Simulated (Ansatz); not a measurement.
AlClH$_{4}$N$_{2}$ (`[NH2][Al]([NH2])[Cl]`) at its PBE0-D4/def2-TZVP geometry, where that method's forces vanish. The species carries charge 0 and has multiplicity 1.

```xyz
8

N     1.3098   -0.6114   -0.6510
Al    0.1835    0.3043    0.3403
N    -1.5633    0.1911    0.1808
Cl    0.9663    1.6022    1.7920
H     2.3099   -0.5476   -0.5602
H     1.0609   -1.2621   -1.3765
H    -2.0582   -0.3913   -0.4732
H    -2.2089    0.7148    0.7478
```

**Question.** What forces (eV/Å) does PBE-D4/def2-TZVPP give on these atoms in the Gaussian-basis code of Ansatz? (Best estimate.)

**Answer.** Ansatz gave: 
```
N1  -0.075  0.046  0.050
Al2  0.038  0.062  0.070
N3   0.101 -0.003 -0.001
Cl4  0.085  0.141  0.157
H5   0.337  0.009  0.016
H6  -0.063 -0.229 -0.255
H7  -0.192 -0.194 -0.218
H8  -0.231  0.167  0.181
```
